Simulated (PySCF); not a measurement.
## `CCn1ncc(F)n1`: 4 charge schemes on one density

C4H6FN3.
Atom-mapped SMILES: `[CH3:1][CH2:2][n:3]1[n:4][cH:5][c:6]([F:7])[n:8]1` (hydrogens: H9, H10, H11 on C1; H12, H13 on C2; H14 on C5)

Cartesian coordinates in Å at the GFN2-xTB level; atoms count from 1:
```xyz
14
C4H6FN3 angstrom
C     -1.9611    0.6843    0.1409
C     -1.1685   -0.5985    0.3724
N      0.2284   -0.3863    0.1207
N      0.7725   -0.5822   -1.0510
C      2.0480   -0.2516   -0.9082
C      2.2076    0.1507    0.4204
F      3.3112    0.5609    1.0259
N      1.0452    0.0575    1.0462
H     -3.0161    0.5060    0.3282
H     -1.6127    1.4653    0.8119
H     -1.8390    1.0208   -0.8857
H     -1.2680   -0.9266    1.4088
H     -1.5034   -1.3851   -0.3063
H      2.7553   -0.3157   -1.7062
```

Density: PBE0/pcSseg-1 (PySCF); schemes: Mulliken, IAO, Hirshfeld and ESP-fitted. One conformer (not necessarily the lowest) at the GFN2-xTB geometry, without solvent, vibrations or thermal averaging.

**Question.** What partial charge does each atom carry?

**Answer.** In e; atoms taken as equivalent share a row and are averaged (×n: the atom named and its like, n in all):

```json
{"atom": "C1", "environment": "methyl carbon", "Mulliken": "-0.286", "IAO": "-0.427", "Hirshfeld": "-0.117", "ESP-fitted": "-0.176"}
{"atom": "C2", "environment": "sp3 carbon bound to nitrogen", "Mulliken": "+0.039", "IAO": "-0.151", "Hirshfeld": "-0.008", "ESP-fitted": "+0.038"}
{"atom": "N3", "environment": "pyrrole-type nitrogen", "Mulliken": "-0.244", "IAO": "+0.159", "Hirshfeld": "+0.103", "ESP-fitted": "+0.460"}
{"atom": "N4", "environment": "pyridine-type nitrogen", "Mulliken": "-0.206", "IAO": "-0.227", "Hirshfeld": "-0.127", "ESP-fitted": "-0.424"}
{"atom": "C5", "environment": "aromatic CH next to a ring nitrogen", "Mulliken": "+0.018", "IAO": "-0.150", "Hirshfeld": "-0.050", "ESP-fitted": "-0.166"}
{"atom": "C6", "environment": "aromatic C–F carbon", "Mulliken": "+0.390", "IAO": "+0.336", "Hirshfeld": "+0.099", "ESP-fitted": "+0.480"}
{"atom": "F7", "environment": "aryl fluorine", "Mulliken": "-0.246", "IAO": "-0.243", "Hirshfeld": "-0.072", "ESP-fitted": "-0.189"}
{"atom": "N8", "environment": "pyridine-type nitrogen", "Mulliken": "-0.226", "IAO": "-0.272", "Hirshfeld": "-0.151", "ESP-fitted": "-0.511"}
{"atom": "H9/H10/H11", "environment": "methyl hydrogen", "Mulliken": "+0.126", "IAO": "+0.152", "Hirshfeld": "+0.047", "ESP-fitted": "+0.065"}
{"atom": "H12/H13", "environment": "methylene hydrogen", "Mulliken": "+0.137", "IAO": "+0.168", "Hirshfeld": "+0.057", "ESP-fitted": "+0.050"}
{"atom": "H14", "environment": "aromatic hydrogen", "Mulliken": "+0.111", "IAO": "+0.182", "Hirshfeld": "+0.068", "ESP-fitted": "+0.191"}
```

Mean size of the charges over all atoms: IAO 0.210 e, ESP-fitted 0.209 e, Mulliken 0.173 e, Hirshfeld 0.075 e. Each set sums to the total charge, 0, to within 0.001 e. The ESP scheme is a least-squares fit of atom-centred charges to the potential on four shells outside the van der Waals surface, with the total charge fixed. The IAO scheme projects the occupied orbitals on a minimal set of polarised atomic orbitals and counts the electrons in each atom's part of it.

Lowest charge. The schemes don't all agree: Mulliken C1 (-0.286); IAO C1 (-0.427); Hirshfeld N8 (-0.151); ESP-fitted N8 (-0.511).

Highest charge. The schemes don't all agree: Mulliken C6 (+0.390); IAO C6 (+0.336); Hirshfeld N3 (+0.103); ESP-fitted C6 (+0.480).

**Question.** How closely do the schemes follow one another over all atoms?

**Answer.** Correlation coefficient and root-mean-square difference: IAO with Hirshfeld 0.94, 0.149 e; Hirshfeld with ESP-fitted 0.93, 0.196 e; IAO with ESP-fitted 0.81, 0.161 e; Mulliken with IAO 0.80, 0.137 e; Mulliken with Hirshfeld 0.71, 0.150 e; Mulliken with ESP-fitted 0.58, 0.226 e.

**Question.** Sum the charges by element, for elements with more than one atom.

**Answer.** 
```json
{"element": "C", "atoms": "4", "Mulliken": "+0.160", "IAO": "-0.393", "Hirshfeld": "-0.076", "ESP-fitted": "+0.176"}
{"element": "N", "atoms": "3", "Mulliken": "-0.676", "IAO": "-0.340", "Hirshfeld": "-0.175", "ESP-fitted": "-0.474"}
{"element": "H", "atoms": "6", "Mulliken": "+0.762", "IAO": "+0.975", "Hirshfeld": "+0.323", "ESP-fitted": "+0.487"}
```

These values come from a run that also computed NMR shieldings. The run took 20 s on one thread, Arm Neoverse V1 (aarch64) (shared host), and the process peaked at 0.73 GiB of memory.
